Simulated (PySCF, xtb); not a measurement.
H7N4Ta, SMILES [NH]=[Ta]([NH2])([NH2])[NH2], multiplicity 1. The values are those of a single conformer.

Harmonic wavenumbers (cm⁻¹) from GFN2-xTB run with xtb 6.7.1 at its own minimum, in rising order: 125, 125, 134, 144, 145, 145, 258, 259, 385, 414, 415, 452, 467, 467, 490, 491, 542, 542, 558, 892, 1542, 1542, 1543, 3380, 3382, 3382, 3415, 3434, 3435, 3437.

### Question
What does B3LYP-D3(BJ)/def2-SVP (PySCF 2.14.0) give at its own minimum? (An estimate is asked for; the answer gives what the named calculation found.)

### Answer
150, 150, 173, 186, 186, 287, 287, 301, 468, 482, 482, 538, 538, 567, 567, 580, 653, 653, 656, 974, 1516, 1516, 1518, 3534, 3535, 3538, 3624, 3624, 3624, 3663. Paired by order, the mean absolute difference is 93 cm⁻¹ and the zero-point energies are 51.4 and 55.1 kcal/mol.
